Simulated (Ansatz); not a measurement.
Reaction (redistribution): `O[CH2][SnH3]` + `NC(S)[SiH2]Cl` → `O[CH2][SnH2][Cl]` + `NC([SiH3])S`

Isolated molecules relaxed with PBE0-D4/def2-TZVP in Ansatz; ΔE leaves out vibrations. CCSD(T)/CBS adds triple-zeta CCSD(T) − MP2 to the extrapolated MP2 energy (def2 sets, frozen cores). Functionals use def2-TZVPP. def2 core potentials past Kr. For Sn outer-core shells are correlated without core-valence functions, which leaves a few kJ/mol of doubt a bond. Each species was taken in one conformer, which may not be the lowest.

```csv
species,ωB97X-V energy (Eh)
`O[CH2][SnH3]`,-331.18591
`NC(S)[SiH2]Cl`,-1244.27010
`O[CH2][SnH2][Cl]`,-790.79205
`NC([SiH3])S`,-784.66538
```

Question: Work out ΔE.

Answer: ΔE = (-790.79205) + (-784.66538) − (-331.18591) − (-1244.27010) = -0.00142 Eh = -0.04 eV. CCSD(T)/CBS gives -0.06 eV.

Largest T1 diagnostic among the species: 0.012.

In def2-TZVPP, CCSD(T) changes the Hartree–Fock value by +0.17 eV (the triples alone add +0.02 eV) and MP2 by +0.17 eV.
